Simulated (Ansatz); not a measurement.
Input for Ansatz (a program for electronic structure): U-CCSD(T)/cc-pVDZ on C4H4 (SMILES C1=CC=C1), 2S+1 = 1, a spin state set in the input, which need not be the lowest, at the other state's geometry.

Ansatz 0.2 input:
```yaml
crystal:
  periodic: [false, false, false]
  atoms:
    - {symbol: C, position_ang: [0.99182751, -0.22245650, 0.01073954]}
    - {symbol: C, position_ang: [0.22038427, 0.98737750, 0.09919924]}
    - {symbol: C, position_ang: [-0.99182751, 0.22245650, -0.01073954]}
    - {symbol: C, position_ang: [-0.22038427, -0.98737750, -0.09919924]}
    - {symbol: H, position_ang: [2.04373268, -0.45838778, 0.02212959]}
    - {symbol: H, position_ang: [0.45411781, 2.03456311, 0.20440724]}
    - {symbol: H, position_ang: [-2.04373268, 0.45838778, -0.02212959]}
    - {symbol: H, position_ang: [-0.45411781, -2.03456311, -0.20440724]}
basis:
  gaussian:
    orbitals: cc-pVDZ
correlation: {method: ccsd_t, electrons: outside_noble_gas}
scf: {omitted_lower_state_checks: [cluster_reference]}
magnetization: {spin_polarized: true, initial_magnetization: 0}
```

Program output:

```
WARN ansatz: RAYON_NUM_THREADS=2 ignored (pool sized by the plan → 2); use --threads N
Functional definition: HF
these checks for a lower state are left out or cut short: cluster_reference
integrals: 0.09 GiB planned
700 factors; integrals over basis functions are off by at most 1.1e-3 eV
mean field: 0.17 GiB planned
mean field evaluation 1: about -4176.7397 eV, gradient 2.2e1 eV
mean field evaluation 2: about -4176.7418 eV, gradient 2.2e1 eV
mean field evaluation 4: about -4179.5020 eV, gradient 2.3e0 eV
mean field evaluation 8: about -4179.5410 eV, gradient 6.4e-3 eV
mean field evaluation 16: about -4179.5859 eV, gradient 1.1e0 eV
mean field evaluation 32: about -4182.4144 eV, gradient 8.1e-1 eV
mean field evaluation 64: about -4180.1796 eV, gradient 3.5e-5 eV
mean field -4182.43291495 eV, -153.7015746696 hartree, gradient 1.2e-6 eV, S^2 1.235199; 7 other end points of the search recorded, 0 dependent functions left out
4 core orbitals not correlated
reference -4182.43291495 eV, -153.7015746696 hartree; 10, 10 occupied and 62, 62 virtual orbitals, 700 factors
second order -12.35649222 eV of doubles, -0.00000000 eV of singles
coupled cluster: 0.38 GiB planned
cycle   1  -13.16133259 eV  change   -8.0e-1 eV  update   9.3e-2
cycle   2  -13.62356650 eV  change   -4.6e-1 eV  update   3.7e-2
cycle   3  -13.74257002 eV  change   -1.2e-1 eV  update   2.2e-2
cycle   4  -13.74777002 eV  change   -5.2e-3 eV  update   1.0e-2
cycle   5  -13.75258875 eV  change   -4.8e-3 eV  update   5.8e-3
cycle   6  -13.75926400 eV  change   -6.7e-3 eV  update   3.3e-3
cycle   7  -13.76100836 eV  change   -1.7e-3 eV  update   1.1e-3
cycle   8  -13.76146210 eV  change   -4.5e-4 eV  update   2.5e-4
cycle   9  -13.76151649 eV  change   -5.4e-5 eV  update   8.9e-5
cycle  10  -13.76153708 eV  change   -2.1e-5 eV  update   3.0e-5
cycle  11  -13.76155195 eV  change   -1.5e-5 eV  update   9.6e-6
coupled cluster: 0.38 GiB planned
perturbative correction -0.49282606 eV, -0.0181110238 hartree
WARN: the results are in doubt because among natural orbitals full CI differs from the method by -0.132 eV
Total energy: -4196.68729297 eV, -154.2254133997 hartree
In doubt: among natural orbitals full CI differs from the method by -0.132 eV
Checks for a lower state left out: cluster_reference
```

The run converged. Its determinant has ⟨S²⟩ = 1.24, a mixture of spin states.

Warnings raised: large difference.

Cost: around 17 core-seconds (rough).
